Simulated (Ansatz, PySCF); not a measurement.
BCl, charge +1, doublet, at a GFN2-xTB geometry (the spin is typed, not shown lowest). Base run: CASSCF(7,5)/def2-SVP (PySCF).

Here is a job for PySCF.
```python
from pyscf import gto, scf, mcscf
import numpy

mol = gto.Mole()
mol.atom = '''
    B    -0.000000   -0.000000   -1.165988
    Cl    0.000000    0.000000    0.342938
'''
mol.basis = 'def2-svp'
mol.charge = 1
mol.spin = 1
mol.verbose = 4
mol.build()

mf = scf.ROHF(mol)
mf.kernel()
mc = mcscf.CASSCF(mf, 5, 7)
mc.fix_spin_(ss=0.75)
mc.kernel()
occ = numpy.linalg.eigvalsh(mc.fcisolver.make_rdm1(mc.ci, mc.ncas, mc.nelecas))[::-1]
ss = mc.fcisolver.spin_square(mc.ci, mc.ncas, mc.nelecas)[0]
print('natural occupations', occ.round(4), ' <S^2>', round(ss, 4))
```

Programs used: Ansatz (an electronic-structure program), PySCF; a row that names a program was run with it.

Each row names what was changed in the base input (with any setting that the change needs).

```
change                                                ΔE vs base (kcal/mol)                           natural occupations  <S^2> of the state
----------------------------------------------------  ---------------------  --------------------------------------------  ------------------
base                                                                  0.000                      2.00 1.99 1.98 1.00 0.02                0.75
active space = 7 electrons, 7 orbitals                               -33.45            1.97 1.97 1.97 1.00 0.03 0.03 0.02                0.75
active space = 7 electrons, 6 orbitals                               -15.40                 1.99 1.98 1.98 1.00 0.03 0.03                0.75
fix_spin_ = off                                                       0.000                      2.00 1.99 1.98 1.00 0.02                0.75
active space = 7 electrons, 9 orbitals                               -47.50  1.97 1.97 1.96 1.00 0.03 0.03 0.02 0.01 0.01                0.75
orbitals = fixed (CASCI)                                               4.00                      2.00 2.00 1.99 1.00 0.02                0.75
orbitals = fixed (CASCI); correction = SC-NEVPT2                     -100.0                      2.00 2.00 1.99 1.00 0.02                0.75
correction = SC-NEVPT2                                               -102.5                      2.00 1.99 1.98 1.00 0.02                0.75
code = ansatz; correction = SC-NEVPT2, all electrons                 -105.4                                             -                   -
conv_tol = 1e-5                                                       0.000                      2.00 1.99 1.98 1.00 0.02                0.75
state_average = 2 states                                               4.63                                             -                   -
```

Active orbitals are taken around the Fermi level unless the row says otherwise; CASSCF can end in different local minima, and two programs can end on different orbitals. State-averaged rows give the lowest state.

Open shells are given as the SCF converged; they aren't shown to be the lowest states, and a large step between rows can be another state.
